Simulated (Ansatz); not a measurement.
Isolated molecules relaxed with PBE0-D4/def2-TZVP in Ansatz; ΔE leaves out vibrations. CBS: MP2 limit from def2 TZ/QZ plus the TZ coupled-cluster correction, frozen cores. This one scheme is used for every species. Functionals use def2-TZVPP. For Se outer-core shells are correlated without core-valence functions, which leaves a few kJ/mol of doubt a bond. Scalar relativity is left out up to krypton. One conformer a species, not always the lowest.

Consider the substitution at a C–Cl bond: `S[SiH2]CCl` + H₂Se → `S[SiH2]C[SeH]` + HCl.

```tsv
species	B2PLYP energy (Eh)
`S[SiH2]CCl`	-1188.66227
H₂Se	-2402.36791
`S[SiH2]C[SeH]`	-3130.35054
HCl	-460.68739
```

Problem. Work out ΔE.

Solution. ΔE = (-3130.35054) + (-460.68739) − (-1188.66227) − (-2402.36791) = -0.00775 Eh = -0.21 eV. CCSD(T)/CBS gives -0.25 eV.

Largest T1 diagnostic among the species: 0.010.

In def2-TZVPP, CCSD(T) changes the Hartree–Fock value by −0.13 eV (the triples alone add −0.01 eV) and MP2 by −0.17 eV. The D4 term adds −0.04 eV with B3LYP and −0.02 eV with PBE0; it sums over pairs of atoms, weighted by their polarisabilities, and B3LYP, whose exchange is more repulsive, gets the larger term.

B3LYP here is the variant with VWN-RPA as its local correlation; programs differ in this.
